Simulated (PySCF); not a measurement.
C2H5Si, SMILES [CH2][Si]C (connectivity only; charge and spin as stated), charge +1, multiplicity 1. Atoms are numbered in the order given.

```xyz
8

C      0.2907     1.6854     0.0000
Si    -0.3231     0.0944     0.0000
C      0.2101    -1.6682     0.0000
H      0.2447     2.2773     0.9160
H      0.2447     2.2773    -0.9160
H      0.8336    -1.8145    -0.8909
H     -0.6386    -2.3506     0.0000
H      0.8336    -1.8145     0.8909
```
Charge +1, spin multiplicity 1.

Geometry: TPSSh-D3(BJ)/def2-TZVP. The multiplicity is an assumed one; other spin states were not compared. The isomer is the one that the SMILES or the coordinates give; other isomers of the formula were not compared.

Computed with TDA-PBE/def2-SVPD (PySCF 2.14.0).

Vertical excitations. Isolated molecule, no solvent. State labels are in the subgroup Cs.

| state | symmetry | energy (eV) | λ (nm) | f | main pairs |
|---|---|---|---|---|---|
| S1 | A" | 2.91 | 427 | 0.004 | HOMO→LUMO+1 100 % |
| S2 | A' | 4.31 | 288 | 0.141 | HOMO→LUMO 79 % |
| S3 | A" | 5.86 | 211 | 0.000 | HOMO−1→LUMO+1 99 % |
| S4 | A' | 6.21 | 200 | 0.026 | HOMO−1→LUMO 72 %, HOMO→LUMO+2 20 % |
| S5 | A' | 6.77 | 183 | 0.019 | HOMO→LUMO+2 44 %, HOMO−2→LUMO+1 44 % |
| S6 | A" | 6.91 | 179 | 0.000 | HOMO−2→LUMO 96 % |
| S7 | A" | 7.12 | 174 | 0.000 | HOMO−3→LUMO+1 87 % |
| S8 | A' | 7.12 | 174 | 0.006 | HOMO−3→LUMO 85 % |
| S9 | A" | 7.25 | 171 | 0.013 | HOMO−4→LUMO 88 % |
| S10 | A' | 7.70 | 161 | 0.090 | HOMO−4→LUMO+1 67 % |
| T1 | A' | 1.74 | 711 | 0 | HOMO→LUMO 99 % |
| T2 | A" | 2.28 | 544 | 0 | HOMO→LUMO+1 100 % |
| T3 | A' | 5.12 | 242 | 0 | HOMO−1→LUMO 98 % |
| T4 | A" | 5.34 | 232 | 0 | HOMO−1→LUMO+1 99 % |
Triplets are in the Tamm–Dancoff approximation.
